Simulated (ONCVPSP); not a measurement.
## Ranking ONCV potentials for vanadium

All share these settings but for the change named:

```
Element                 : V (Z = 23)
Generator               : ONCVPSP 4.0.1
Type                    : optimised norm-conserving Vanderbilt (ONCV)
Functional              : Wu-Cohen
Relativity              : scalar-relativistic
Frozen core             : [Ne]
Valence charge          : 13
Reference configuration : 3s2 3p6 3d2 (charge +3)
Partial waves           : 3s: rc 1.50 bohr, ncon 3, nbas 6, qcut 8.6 1/bohr, 2 projectors, debl 3.8 Ha; 3p: rc 1.35 bohr, ncon 3, nbas 7, qcut 12 1/bohr, 3 projectors, debl 3.1 Ha; 3d: rc 2.20 bohr, ncon 4, nbas 9, qcut 7.9 1/bohr, 2 projectors, debl 3.9 Ha; f scattering state at 0.36 Ha: rc 1.75 bohr, ncon 4, nbas 8, qcut 6.7 1/bohr, 2 projectors, debl 2 Ha
Local potential         : polynomial inside 1.30 bohr (lpopt 5, dvloc0 3 Ha)
Core correction         : Teter function, fcfact 5, rcfact 1.4
```

In the s channel the program set the typed energies aside and used -3.808, 0.250 Ha.

Cutoff: the first of the cutoffs (Ha) at which the residual kinetic energy of the hardest occupied pseudo-wave falls to 1 and 0.1 mHa per electron; the density cutoff is not measured.

The base gives 24 Ha.

Of 6 variants that were run, those that failed, showed a ghost or another fault, or gave nearly equal values are left out.

A variant can come out equal or close to the base.

Task: Rank these variants from softest to hardest (loose cutoff).
A. s: rc 1.28; local potential polynomial inside 1.28 bohr (lpopt 5, dvloc0 3 Ha)
B. s: rc 1.78
C. s: rc 1.06; local potential polynomial inside 1.06 bohr (lpopt 5, dvloc0 3 Ha)

Result: B (23 Ha), A (28 Ha), C (33 Ha).
